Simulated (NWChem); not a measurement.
System: GeNH₂Cl₂F; SMILES [NH2][Ge]([F])([Cl])[Cl]

Output (shortened):

```
             Northwest Computational Chemistry Package (NWChem) 7.3.0
             --------------------------------------------------------

                             Geometry "geometry" -> ""
                             -------------------------

 Output coordinates in angstroms (scale by  1.889725989 to convert to a.u.)

  No.       Tag          Charge          X              Y              Z
 ---- ---------------- ---------- -------------- -------------- --------------
    1 N                    7.0000     1.63246100    -0.15205500     1.21710900
    2 Ge                  32.0000     0.32346600     0.00218500    -0.03508500
    3 F                    9.0000     1.05524600    -0.01791200    -1.61540900
    4 Cl                  17.0000    -0.98464500    -1.69434200     0.12371600
    5 Cl                  17.0000    -0.81217500     1.84027900     0.01449100
    6 H                    1.0000     2.05652300     0.74779100     1.47271900
    7 H                    1.0000     1.29147300    -0.61798300     2.06639000

 Effective nuclear repulsion energy (a.u.)     598.8526154965

                              NWChem Property Module
                              ----------------------

  itol2e modified to match energy
  convergence criterion.

                                 NWChem DFT Module
                                 -----------------

 Summary of "ao basis" -> "ao basis" (spherical)
 ------------------------------------------------------------------------------
       Tag                 Description            Shells   Functions and Types
 ---------------- ------------------------------  ------  ---------------------
 N                         def2-tzvp                11       31   5s3p2d1f
 Ge                        def2-tzvp                16       48   6s5p4d1f
 F                         def2-tzvp                11       31   5s3p2d1f
 Cl                        def2-tzvp                13       37   5s5p2d1f
 H                         def2-tzvp                 4        6   3s1p

  itol2e modified to match energy
  convergence criterion.

            General Information
            -------------------
          SCF calculation type: DFT
          Wavefunction type:  closed shell.
          No. of atoms     :     7
          No. of electrons :    84
           Alpha electrons :    42
            Beta electrons :    42
          Charge           :     0
          Spin multiplicity:     1
          Use of symmetry is: off; symmetry adaption is: off
          Maximum number of iterations: 150
          AO basis - number of functions:   196
                     number of shells:    72
          Convergence on energy requested:  1.00D-07
          Convergence on density requested:  1.00D-05
          Convergence on gradient requested:  5.00D-04

              XC Information
              --------------
                     Hartree-Fock (Exact) Exchange  1.000
                   CAM-Becke88 Exchange Functional  1.000
                      VWN V Correlation Functional  0.190 local
              Lee-Yang-Parr Correlation Functional  0.810

           Range-Separation Parameters
           ---------------------------
           Alpha           :  0.19
           Beta            :  0.46
           Gamma           :  0.33
           Short-Range HF  :     F

             Grid Information
             ----------------
          Grid used for XC integration:  fine
          Radial quadrature: Mura-Knowles
          Angular quadrature: Lebedev.
          Tag              B.-S. Rad. Rad. Pts. Rad. Cut. Ang. Pts.
          ---              ---------- --------- --------- ---------
          N                   0.65       70          10.0       590
          Ge                  1.25      140           9.0       974
          F                   0.50       70          11.0       590
          Cl                  1.00      123          12.0       770
          H                   0.35       60          11.0       590
          Grid pruning is: on
          Number of quadrature shells:   646
          Spatial weights used:  Erf1

[...]

          -----------------------
          Electric field gradient
          -----------------------

 1 a.u. = 0.324123 10**(16) esu/cm**3  ( or statvolts/cm**2 ) = 0.97174 10**(22) v/m**2

 ------------------------------------------------------------
   Atom      X         Y         Z
 ------------------------------------------------------------
    1 N    3.08490  -0.28734   2.30000
 ------------------------------------------------------------

 Electric field gradient in molecular frame (a.u.)
         XX             YY             ZZ             XY             XZ             YZ
 ------------------------------------------------------------------------------------------
        0.203374      -0.001568      -0.201807      -0.534400      -0.381380       0.328830

 Principal components (a.u.) and orientation
 of principal axis w.r.t. absolute frame                      Asymmetry parameter eta
 --------------------------------------------------------------------------------------
        0.879474      -0.449889      -0.429585                       0.023086

        0.696634       0.338400       0.632603
       -0.580096       0.784514       0.219150
       -0.422125      -0.519638       0.742824

 ------------------------------------------------------------
   Atom      X         Y         Z
 ------------------------------------------------------------
    2 Ge   0.61126   0.00413  -0.06630
 ------------------------------------------------------------

 Electric field gradient in molecular frame (a.u.)
         XX             YY             ZZ             XY             XZ             YZ
 ------------------------------------------------------------------------------------------
        0.163166      -0.536169       0.373003      -0.104055       0.774306      -0.025462

 Principal components (a.u.) and orientation
 of principal axis w.r.t. absolute frame                      Asymmetry parameter eta
 --------------------------------------------------------------------------------------
        1.054302      -0.590206      -0.464096                       0.119615

        0.658553       0.497844       0.564322
       -0.055100       0.779782      -0.623621
        0.750514      -0.379594      -0.540960

 ------------------------------------------------------------
   Atom      X         Y         Z
 ------------------------------------------------------------
    3 F    1.99413  -0.03385  -3.05268
 ------------------------------------------------------------

 Electric field gradient in molecular frame (a.u.)
         XX             YY             ZZ             XY             XZ             YZ
 ------------------------------------------------------------------------------------------
        0.365601       0.813458      -1.179059      -0.035952       0.997761      -0.051518

 Principal components (a.u.) and orientation
 of principal axis w.r.t. absolute frame                      Asymmetry parameter eta
 --------------------------------------------------------------------------------------
       -1.668855       0.893122       0.775733                       0.070341

       -0.440120       0.734892       0.515973
        0.012260      -0.569647       0.821798
        0.897855       0.368015       0.241703

 ------------------------------------------------------------
   Atom      X         Y         Z
 ------------------------------------------------------------
    4 Cl  -1.86071  -3.20184   0.23379
 ------------------------------------------------------------

 Electric field gradient in molecular frame (a.u.)
         XX             YY             ZZ             XY             XZ             YZ
 ------------------------------------------------------------------------------------------
       -0.059412      -1.260398       1.319809      -2.002189       0.227392       0.282054

 Principal components (a.u.) and orientation
 of principal axis w.r.t. absolute frame                      Asymmetry parameter eta
 --------------------------------------------------------------------------------------
       -2.782156       1.432814       1.349342                       0.030002

        0.594884       0.799325      -0.084808
        0.798989      -0.576475       0.171152
       -0.087916       0.169577       0.981588

 ------------------------------------------------------------
   Atom      X         Y         Z
 ------------------------------------------------------------
    5 Cl  -1.53479   3.47762   0.02738
 ------------------------------------------------------------

 Electric field gradient in molecular frame (a.u.)
         XX             YY             ZZ             XY             XZ             YZ
 ------------------------------------------------------------------------------------------
        0.254509      -1.658570       1.404061       1.792831       0.074673      -0.108118

 Principal components (a.u.) and orientation
 of principal axis w.r.t. absolute frame                      Asymmetry parameter eta
 --------------------------------------------------------------------------------------
       -2.738228       1.409107       1.329121                       0.029211

       -0.514227       0.106867       0.850970
        0.857070       0.027427       0.514469
        0.031640       0.993895      -0.105696

 ------------------------------------------------------------
   Atom      X         Y         Z
 ------------------------------------------------------------
    6 H    3.88626   1.41312   2.78304
 ------------------------------------------------------------

 Electric field gradient in molecular frame (a.u.)
         XX             YY             ZZ             XY             XZ             YZ
 ------------------------------------------------------------------------------------------
        0.105140      -0.239371       0.134231      -0.213743      -0.067965      -0.104155

[...]
```

Level: CAM-B3LYP/def2-TZVP. All runs use the structure optimised with PBE-D3(BJ)/def2-SVP. NWChem prints the field gradient with the sign opposite to the second derivative of the potential.

Problem. Reconstruct the input file.

Solution. One answer among several that fit: the input that was run:
```
start job
memory heap 200 mb stack 900 mb global 1100 mb
geometry units angstroms noautosym nocenter noautoz
  N      1.632461    -0.152055     1.217109
  Ge     0.323466     0.002185    -0.035085
  F      1.055246    -0.017912    -1.615409
  Cl    -0.984645    -1.694342     0.123716
  Cl    -0.812175     1.840279     0.014491
  H      2.056523     0.747791     1.472719
  H      1.291473    -0.617983     2.066390
end
basis spherical
  N library def2-tzvp
  Ge library def2-tzvp
  F library def2-tzvp
  Cl library def2-tzvp
  H library def2-tzvp
end
dft
  xc xcamb88 1.00 lyp 0.81 vwn_5 0.19 hfexch 1.00
  cam 0.33 cam_alpha 0.19 cam_beta 0.46
  iterations 150
  semidirect filesize 400000000
end
property
  efieldgrad
end
task dft property
```
